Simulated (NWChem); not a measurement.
Correlation energy of Cd

```xyz
1

Cd     0.0000     0.0000     0.0000
```
Charge 0, spin multiplicity 1.

Program: NWChem.

Basis set: def2-QZVP. Each correlation energy counts from its own Hartree-Fock reference.

Effective core potentials replace the inner electrons of Cd; spin-orbit coupling is left out. The correlated methods keep 4 core orbitals frozen. Coupled-cluster values serve here as a point of comparison, not as the truth.

**Question.** Order these methods by the correlation energy they give, lowest first: CCSD(T), SCS-MP2, MP2, CR-CCSD(T), CCSD.

**Answer.** MP2 (-470.5 mHa), CCSD(T) (-451.9 mHa), CR-CCSD(T) (-448.7 mHa), CCSD (-435.2 mHa), SCS-MP2 (-418.4 mHa)
